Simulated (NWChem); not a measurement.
C₂H₃FO₂Si; SMILES FC=C1O[SiH2]O1

```xyz
9

F     -0.3929     2.6026     0.0000
C      0.5524     1.6608     0.0000
C      0.2437     0.3652     0.0000
O     -0.9978    -0.2186     0.0000
Si    -0.2095    -1.7300     0.0000
O      1.1365    -0.6821     0.0000
H      1.5845     2.0111     0.0000
H     -0.3841    -2.5379     1.2311
H     -0.3841    -2.5379    -1.2311
```
Atoms are numbered in this order, from 1.

Computed with NWChem. Coordinates come from a PBE0/def2-SVP optimisation. B3LYP is NWChem's, with the RPA form of VWN correlation. Atomic charges in e: unrestrained fits to the electrostatic potential beside Mulliken populations; buried atoms are poorly determined by the fit.

**Question.** Predict the results for B3LYP/def2-SVP. Quantities: ESP F1; Mulliken F1; ESP C2; Mulliken C2; ESP C3; Mulliken C3; ESP O4; Mulliken O4; ESP Si5; Mulliken Si5; relative RMS misfit of the potential (%).

**Answer.** 
```
Item                                      Value
----------------------------------------  -----
ESP F1                                    -0.14
Mulliken F1                               -0.20
ESP C2                                    -0.12
Mulliken C2                                0.08
ESP C3                                     0.41
Mulliken C3                                0.37
ESP O4                                    -0.46
Mulliken O4                               -0.41
ESP Si5                                    0.97
Mulliken Si5                               0.75
relative RMS misfit of the potential (%)     28
```
